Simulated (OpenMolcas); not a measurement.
Cu4+: moving or changing the point charges

Cu4+ among 4 point charges of -2 e arranged as a square (D4h), 2.06 Å from the ion.
```
   2.0600    0.0000    0.0000  -2.00
   0.0000    2.0600    0.0000  -2.00
  -2.0600    0.0000    0.0000  -2.00
   0.0000   -2.0600    0.0000  -2.00
```

```
Program             : OpenMolcas
Method              : CASSCF
Basis               : ANO-RCC-VDZP [5s4p2d1f]
Scalar Hamiltonian  : DKH2, point nucleus
Active space        : 7 electrons in 5 orbitals (3d)
State averaging     : 2S+1 = 4 even, 10 roots; 2S+1 = 2 even, 40 roots
Spin-orbit coupling : RASSI with atomic mean-field integrals over the reference wave functions
```

Runs around this geometry, states (labels of D4, the rotations of D4h). Energies in cm-1 above the lowest state or level, χT in cm3 K/mol.

```
R (Å)  q (e)  Ground state  First state of that spin  First gap with spin-orbit (degeneracies)  χT at 300 K  First state of another spin
 2.06   -1.6           4A2                  4E 573.2                              241.1 (2, 2)        4.892                    2A1 24506
 1.93     -2           4A2                  4E 829.0                              297.1 (2, 2)        4.623                    2A1 24495
 2.06     -2           4A2                  4E 684.1                              270.2 (2, 2)        4.769                    2A1 24541
 2.17     -2           4A2                  4E 580.0                              245.9 (2, 2)        4.876                    2A1 24522
```

Taking the first state of the same spin as R^-n, n = -ln(580 / 829) / ln(2.17 / 1.93) = 3.0 between the shortest and longest distance.

Scaling the charges by -1.6 / -2 = 0.80 scales the first state of the same spin by 573.2 / 684.1 = 0.84; with fixed orbitals a first-order splitting would follow the charge.

Without dynamic correlation the repulsion within the d shell is too large (B by tens of per cent), so at a given field states of lower spin stand too high. Point charges give a weaker field than real ligands, and real ions of this kind are often low spin; the high spin found here belongs to the model. Spin-orbit coupling mixes the spin-free states strongly: the lowest level takes only 60 % from its leading state, 4A2 (figures for R = 2.06, q = -1.6; the like holds for R = 1.93, q = -2, R = 2.06, q = -2, R = 2.17, q = -2). The ground term spreads over less than 5000 cm-1, several times less than with real ligands, so orbital moments are less quenched and χT lies further from the spin-only value than at real sites (holds for R = 2.06, q = -1.6; R = 2.06, q = -2; R = 2.17, q = -2). This is an electrostatic model: the charges have no orbitals. No measured value stands beside these numbers.
